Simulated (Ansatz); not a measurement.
Start from `[CH3][GeH2][Cl]` and change one atom or group to get `[CH3][GeH]([CH3])[Cl]`.

Ansatz, PBE0-D4/def2-TZVP geometries, multiplicity 1. 

Scalar relativity is left out up to krypton.

```csv
property,`[CH3][GeH2][Cl]`
HOMO energy (B3LYP/def2-TZVPP) / eV,-8.23
HOMO energy (PBE0/def2-TZVPP) / eV,-8.50
zero-point energy (PBE0-D4/def2-TZVP) / kJ/mol,141.2
size of the dipole moment (ωB97M-V/def2-TZVPP) / D,2.44
LUMO energy (B3LYP/def2-TZVPP) / eV,-0.12
LUMO energy (ωB97M-V/def2-TZVPP) / eV,2.05
```

(1) Give the same properties after the change, and the shifts. (An estimate is asked.)

## Answers

(1) Ansatz gave: 
| property | `[CH3][GeH]([CH3])[Cl]` | shift |
| --- | --- | --- |
| HOMO energy (B3LYP/def2-TZVPP) / eV | -8.02 | 0.21 |
| HOMO energy (PBE0/def2-TZVPP) / eV | -8.27 | 0.23 |
| zero-point energy (PBE0-D4/def2-TZVP) / kJ/mol | 216.9 | 75.7 |
| size of the dipole moment (ωB97M-V/def2-TZVPP) / D | 2.67 | 0.23 |
| LUMO energy (B3LYP/def2-TZVPP) / eV | 0.30 | 0.42 |
| LUMO energy (ωB97M-V/def2-TZVPP) / eV | 2.40 | 0.35 |

With PBE0 the HOMO rises by 0.23 eV and the LUMO rises by 0.42 eV, so the gap widens by about 0.19 eV. PBE moves the HOMO by 0.20 eV and ωB97M-V by 0.23 eV. The zero-point energy changes by 75.7 kJ/mol with +9 modes. Dipoles are sizes alone; their direction can turn.

B3LYP here is the variant with VWN-RPA as its local correlation; programs differ in this.
